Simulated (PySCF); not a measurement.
H7FO3Si3, SMILES O[Si](F)(O[SiH3])O[SiH3] (PBE0/def2-SVP optimised geometry):

```
14

O      2.195     1.356    -0.668
Si     0.917     0.827     0.206
F      1.283     0.864     1.775
O     -0.395     1.772     0.000
Si    -2.061     1.772     0.000
O      0.607    -0.709    -0.224
Si     1.257    -2.066    -0.942
H      2.470     2.270    -0.559
H     -2.580     1.076     1.214
H     -2.570     1.083    -1.221
H     -2.512     3.191     0.000
H      0.308    -3.191    -0.715
H      2.580    -2.391    -0.333
H      1.424    -1.838    -2.406
```

Calculation: PBE0/def2-TZVP (PySCF).

What are the frontier orbital energies and the dipole moment?

HOMO-2 -9.31 eV, HOMO-1 -9.19 eV, HOMO -9.07 eV, LUMO -0.31 eV, LUMO+1 0.43 eV; dipole moment 1.24 D.

On the same geometry PBE/def2-TZVP run with PySCF gives HOMO-2 -7.86 eV, HOMO-1 -7.66 eV, HOMO -7.58 eV, LUMO -1.19 eV, LUMO+1 -0.46 eV; dipole moment 1.20 D.

Meta-Löwdin charges at PBE0/def2-TZVP: O1 -0.75, Si2 1.69, F3 -0.51, O4 -0.84, Si5 0.75, O6 -0.84, Si7 0.75, H8 0.37, H9 -0.11, H10 -0.11, H11 -0.10, H12 -0.10, H13 -0.10, H14 -0.10.
